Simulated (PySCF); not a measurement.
## Excitation energy of Al by level of theory

Al [Ne] 3s2 3p1 (2P) → Al [Ne] 3s1 3p1 3d1 (high-spin determinant), as a difference of total energies. Calculation: PySCF 2.14, in aug-cc-pwCVTZ; the non-relativistic Hamiltonian (point nucleus). Correlated levels: valence: [Ne] frozen. The calculations carry no spin-orbit coupling.

| method | excitation energy (eV) |
| --- | --- |
| UHF | 7.669 |
| MP2 (valence) | 8.458 |
| SCS-MP2 (valence) | 8.732 |
| CCSD (valence) | 8.560 |
| CCSD(T) (valence) | 8.495 |

Problem. How much does correlation contribute at CCSD(T) (valence)?

Solution. 8.495 − (7.669) = 0.826 eV, measured against UHF.

The upper state lies above the first ionisation limit, but in LS coupling its spin forbids autoionisation to the ground ion.

The promoted electron is Rydberg-like, and one or two diffuse shells describe it only roughly, which tends to raise the upper state.

The coupled-cluster amplitudes are large for the upper state (T1 above 0.03 or a double amplitude above 0.15), so a single reference is strained.

The determinant of the upper state mixes LS terms, which raises its energy above the lowest term, most at the Hartree-Fock and MP2 levels.
